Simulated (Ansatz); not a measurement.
# Relative stability

Two relaxed structures of CH2OTe, singlet (PBE0-D4/def2-TZVP; forces vanish, vibrations not checked).

A:

O1  (-1.424, 0.422, 0.105)
C2  (-0.579, -0.412, 0.139)
Te3  (1.518, -0.075, -0.174)
H4  (-0.787, -1.481, 0.342)
H5  (1.272, 1.545, -0.412)
(Å)

B:

O1  (-1.234, 0.378, 0.318)
C2  (-0.364, -0.596, 0.160)
Te3  (1.586, -0.411, -0.086)
H4  (-0.865, -1.562, 0.180)
H5  (-0.758, 1.224, 0.295)
(Å)

Ansatz 0.2.0; basis: def2-TZVPP; cores frozen in the correlated methods. Filled d shells of the heavier atoms are correlated. Core potentials replace the inner electrons of the atoms past krypton. The def2 sets are not built for correlating such inner shells, so the correlated values are less sure here. B3LYP uses VWN-RPA correlation.

(1) Which structure is lower at CCSD(T), and by how much? (To be estimated.)

No T1 diagnostic of these runs exceeds 0.022. The restricted Hartree–Fock reference is unstable towards an unrestricted one at one or more of these structures.

Results:

(1) By the calculation: A, by 1.47 kcal/mol (electronic energy, against the other). By their contacts, A is CH₂OTe ([O][CH][TeH]) and B is CH₂OTe ([OH][CH][Te]).

All methods give the same order:

```tsv
method	E(B) − E(A) (kcal/mol)
PBE-D4	3.16
r2SCAN-D4	3.18
PBE0-D4	2.13
B3LYP-D4	3.48
wB97M-V	2.52
HF	4.11
MP2	0.18
CCSD	2.56
CCSD(T)	1.47
```

Labels in which every atom is bracketed show which atoms are joined, not bond orders.

For scale, one of the runs: CCSD(T)/def2-TZVPP, 140 basis functions, launched by `ansatz run in.yaml --threads 2 --pin off --events-out ev --progress --plain --max-ram 4352MiB`. The run took 7.5 s on 2 CPU threads of an AMD EPYC 9R45 (shared host), with 0.97 GiB of host memory at its peak.
